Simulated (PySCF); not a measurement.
Be2Te, broken-symmetry Ms = 0: computed properties

Computed with UPBE0/[Te def2-TZVP with ECP28, Be def2-TZVP], scalar-relativistic core potentials, density fitting, no spin–orbit coupling, PySCF.

The structure is a minimum.

- Point group: C2v
- Bond lengths: Be–Be 1.983 Å, Te–Be 2.272 Å (×2)
- Bond angles: Be–Be–Te 64.1° (×2), Be–Te–Be 51.8°
- Rotational symmetry number: 2
- Lowest empty level (α): -2.70 eV
- Principal polarisabilities: 67.1, 109.1, 118.1 bohr³
- Highest occupied level (β): -5.75 eV
- Spin squared ⟨S²⟩: 0.266
- Entropy at 298.15 K and 1 bar: 271.7 J/(mol K)
- Zero-point energy: 8.4 kJ/mol
- Principal quadrupole moments (Buckingham, traceless) about the centre of mass: -6.55, -2.48, 9.03 D Å
- Enthalpy at 298.15 K above 0 K: 11.96 kJ/mol
- Heat capacity Cp at 298.15 K: 49.8 J/(mol K)
- Atomisation energy without zero-point energy: 439 kJ/mol
- Rotational constants: 0.9513, 0.2549, 0.201 cm⁻¹
- Dipole moment: 0.22 D

Harmonic modes (masses in u: Te 129.906, Be 9.012):
```json
{"ω (cm⁻¹)": "383", "IR (km/mol)": "0.3", "μ (u)": "9.23"}
{"ω (cm⁻¹)": "409", "IR (km/mol)": "48.9", "μ (u)": "9.67"}
{"ω (cm⁻¹)": "618", "IR (km/mol)": "18.0", "μ (u)": "9.44"}
```

Charges (e):
```csv
atom,Mulliken,Löwdin,polar tensor,spin (Mulliken),Mayer order to Te1
Te1,0.02,0.41,-0.37,0.00,–
Be2,-0.01,-0.21,0.18,-0.41,1.24
Be3,-0.01,-0.21,0.18,0.41,1.24
```
Other Mayer orders above 0.3: Be–Be 1.07.

Mulliken populations on Te1 (electrons outside its core potential): s 3.84, p 10.09, d 10.04, f 0.01.

Outer orbital energies (eV). α occupied: -17.19, -9.76, -7.95, -6.98, -5.75; empty: -2.70, -2.16, -1.63, 0.14. β occupied: -17.19, -9.76, -7.95, -6.98, -5.75; empty: -2.70, -2.16, -1.63, 0.14.

The determinant is spin-contaminated (⟨S²⟩ = 0.27, pure value 0.00). The spin densities have lower symmetry than the nuclear frame, so modes carry no symmetry labels. Other isomers or separated fragments may lie lower.

The final relaxation and frequency run took 74 s on 2 threads of a shared Arm Neoverse V1 host, with 88 basis functions and 15 gradients; the process peaked at 0.92 GiB. Launch command: `OMP_NUM_THREADS=2 python axn.py task.json out`.
